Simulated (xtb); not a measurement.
Species: CH$_{6}$OSi, SMILES `C[SiH2]O` (charge 0, multiplicity 1).

Q: Give a relaxed geometry from GFN2-xTB in xtb.

A: One answer among several that fit: the end point of this relaxation, one of several conformers (outside a Z-matrix the atoms follow the SMILES, hydrogens last).
Cartesian coordinates (Å) in one orientation:
```xyz
9

C      1.133     0.254    -0.059
Si    -0.542    -0.569    -0.405
O     -1.782     0.354     0.109
H      1.256     1.178    -0.620
H      1.955    -0.400    -0.333
H      1.246     0.495     0.995
H     -0.741    -1.776     0.386
H     -0.659    -0.808    -1.849
H     -1.865     1.271    -0.135
```
